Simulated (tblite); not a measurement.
C7H9FO.
Numbering: `[CH:1]#[C:2]/[C:3]([CH2:4][OH:5])=[C:6](\[CH3:7])[CH2:8][F:9]` (hydrogens: H10 on C1; H11, H12 on C4; H13 on O5; H14, H15, H16 on C7; H17, H18 on C8)

Geometry (GFN2-xTB, Å), atoms numbered from 1 in this order:
```
atom  x, y, z in Å
C1     0.2347    3.0549   -0.3018
C2     0.2576    1.8539   -0.2924
C3     0.3630    0.4431   -0.2996
C4     1.7181   -0.0878   -0.7330
O5     2.6034   -0.2722    0.3441
C6    -0.6550   -0.3380    0.0947
C7    -1.9744    0.2113    0.5412
C8    -0.5496   -1.8391    0.1264
F9     0.5213   -2.2649    0.8919
H10    0.1999    4.1035   -0.3031
H11    1.5880   -1.0259   -1.2934
H12    2.2000    0.6448   -1.3861
H13    2.2475   -0.9572    0.9238
H14   -2.0152    1.2861    0.3906
H15   -2.1298   -0.0013    1.5992
H16   -2.7849   -0.2580   -0.0163
H17   -1.4413   -2.2844    0.5763
H18   -0.3919   -2.2623   -0.8740
```

Method: GFN2-xTB as coded in tblite; computed harmonic values from a numerical Hessian at the method's own geometry, unscaled. This tight-binding method is rough: wavenumbers can miss measured ones by several per cent, in bad cases by 10 to 20. One conformer, not necessarily the lowest.

Harmonic wavenumbers (cm⁻¹): 57.3, 84.9, 111.5, 135.4, 143.0, 173.9, 218.5, 282.2, 332.8, 359.0, 410.9, 446.5, 483.6, 532.5, 606.1, 666.5, 674.5, 739.3, 910.1, 938.6, 962.3, 1011.1, 1032.5, 1057.6, 1105.2, 1147.9, 1197.4, 1207.4, 1258.4, 1302.9, 1323.4, 1345.9, 1398.2, 1437.7, 1470.7, 1473.9, 1474.6, 1674.9, 2247.1, 2862.2, 2912.2, 2967.9, 2976.4, 2995.7, 3011.0, 3063.1, 3394.7, 3525.0.

A = 2012, B = 1391, C = 890.9 MHz; mass 128.064 u (most abundant isotopes); point group C1, symmetry number 1.

Question: What is the zero-point energy?

Answer: ½Σν̃ = 30572 cm⁻¹ = 87.41 kcal/mol.

Question: Entropy at 200 K, 1 bar (ideal gas, RRHO, classical rotation)?

Answer: Translation 38.50, rotation 28.06, vibration 20.22: S = 86.8 cal/(mol K).

Question: And Cp and H(200 K) − H(0)?

Answer: Cp = 30.23 cal/(mol K), of which vibrations give 22.28 (their classical limit is 48 R = 95.4); H(200 K) − H(0) = 3.86 kcal/mol without the zero-point energy, 2.28 from vibrations.

Question: Blend soft modes into free rotors: weight 1/[1 + (100 cm⁻¹/ν̃)⁴] for the oscillator and the rest for a rotor with moment μB/(μ + B), μ = h/(8π²ν), B = 10⁻⁴⁴ kg m². What vibrational entropy results?

Answer: 19.34 cal/(mol K) in place of 20.22, which changes −T·S at 200 K by +0.18 kcal/mol.

Question: Which modes carry the vibrational entropy at 200 K?

Answer: 57.3 cm⁻¹: 3.76; 84.9 cm⁻¹: 3.00; 111.5 cm⁻¹: 2.48; 135.4 cm⁻¹: 2.12; 143.0 cm⁻¹: 2.02; 173.9 cm⁻¹: 1.67 cal/(mol K); the other 42 give 5.19 together.

Hindered rotation and anharmonicity are outside this model. Other conformers, if any are populated, would add a mixing term that is left out. The structure is chiral; the term R ln 2 for an equal mix with its mirror image is left out.
